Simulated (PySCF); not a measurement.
From one molecule to another.

First species: C6H12O2S.
Geometry (GFN2-xTB, Å), atoms numbered from 1 in this order:
```
atom  x, y, z in Å
O1    -0.1412    2.4770   -1.6101
S2     0.2553    1.8934   -0.3553
O3     0.8481    2.7635    0.6266
C4     1.4528    0.5686   -0.7295
C5     1.4897   -0.4918    0.3532
C6     0.5233   -1.6505    0.0990
C7    -0.9346   -1.3840    0.4698
C8    -1.5824   -0.1849   -0.2256
C9    -1.2221    1.1438    0.4091
H10    2.3935    1.1084   -0.8025
H11    1.1908    0.1731   -1.7059
H12    2.5011   -0.9019    0.4055
H13    1.2822   -0.0203    1.3156
H14    0.5818   -1.9326   -0.9549
H15    0.8561   -2.5124    0.6823
H16   -1.0131   -1.2480    1.5510
H17   -1.5050   -2.2805    0.2155
H18   -1.3081   -0.1567   -1.2818
H19   -2.6664   -0.3123   -0.1764
H20   -1.0225    1.0688    1.4736
H21   -1.9882    1.8963    0.2403
```

Second species: C5H11ClO2S.
InChI=1S/C5H11ClO2S/c1-4(2)5(3)9(6,7)8/h4-5H,1-3H3/t5-/m1/s1

Levels: PBE0/pcSseg-1 for HOMO energy, LUMO energy and HOMO–LUMO gap. Geometries: GFN2-xTB. Each species is one conformer at its optimised geometry, gas phase, non-relativistic unless stated; the electronic structure was computed with PySCF and density fitting.

Dipoles, sizes and rotational constants follow the conformer. The torsions of the flexible species, by atom-mapped SMILES:
- `[CH3:1][CH:2]([CH3:3])[C@@H:4]([CH3:5])[S:6](=[O:7])(=[O:8])[Cl:9]`: C1–C2–C4–C5 76°, C2–C4–S6–O7 51°

The conformers of `O=S1(=O)CCCCCC1` aren't listed.

Values for the first species:

```
HOMO energy   : -7.92 eV
LUMO energy   : 0.74 eV
HOMO–LUMO gap : 8.66 eV
```

Estimate the same properties for the second species, and the change in each.

| property | first | second | second less first |
| --- | --- | --- | --- |
| HOMO energy | -7.92 eV | -8.92 eV | -1.00 eV |
| LUMO energy | 0.74 eV | -1.26 eV | -2.00 eV |
| HOMO–LUMO gap | 8.66 eV | 7.66 eV | -1.00 eV |

